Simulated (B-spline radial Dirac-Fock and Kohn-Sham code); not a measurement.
**Te¹⁷⁺: scattering cross sections and density moments**

System: the Te¹⁷⁺ ion, [Ar] 3d10 4s2 4p5.

Input file task.json (cfg lists n, l and occupation; rrms is the nuclear radius in fm):

```json
{"items": [{
  "Z": 52,
  "q": 17,
  "cfg": [[1, 0, 2], [2, 0, 2], [2, 1, 6], [3, 0, 2], [3, 1, 6], [3, 2, 10], [4, 0, 2], [4, 1, 5]],
  "A": 130,
  "rrms": 4.7423,
  "do": ["scatter"],
  "s": [0.0, 0.05, 0.1, 0.15, 0.2, 0.25, 0.3, 0.35, 0.4, 0.45, 0.5, 0.6, 0.7, 0.8, 0.9, 1.0, 1.1, 1.2, 1.4, 1.6, 1.8, 2.0, 2.5, 3.0, 3.5, 4.0, 5.0, 6.0],
  "pz": [0, 0.1, 0.13, 0.18, 0.24, 0.31, 0.42, 0.55, 0.73, 0.98, 1.3, 1.7, 2.3, 3.1, 4.1, 5.4, 7.2, 9.5, 13.0, 17.0, 22.0],
  "hv_scatter": [2000, 5000, 8047.8, 10000, 20000, 30000, 100000, 1000000]
}]}
```

Launch: `python xray_run.py task.json out`

These are calculated numbers from a radial atomic solver; the model is Dirac-Fock densities.

- Sum of ⟨r⟩: 11.43 bohr
- Sum of ⟨r²⟩: 6.152 bohr²
- Sum of ⟨1/r⟩: 301.35 per bohr
- Langevin diamagnetic susceptibility: -4.87 × 10⁻⁶ cm³/mol
- Lamb shielding (α²/3)Σ⟨1/r⟩: 5349 ppm

Coherent scattering is the Thomson cross section weighted by f₀², without anomalous dispersion; incoherent scattering is Klein-Nishina weighted by S. The Lamb formula is the non-relativistic shielding expression. Electron correlation is left out.

```csv
hν (keV),coherent (b),incoherent (b),incoherent per electron (b)
2,788.4,0.3822,0.0109
5,675.6,1.927,0.0551
8.0478,539.2,3.750,0.107
10,463.4,4.822,0.138
20,234.0,8.793,0.251
30,135.8,11.19,0.320
100,20.21,14.58,0.417
1000,0.2628,7.335,0.210
```

Incoherent scattering overtakes coherent scattering between 100 and 1000 keV.
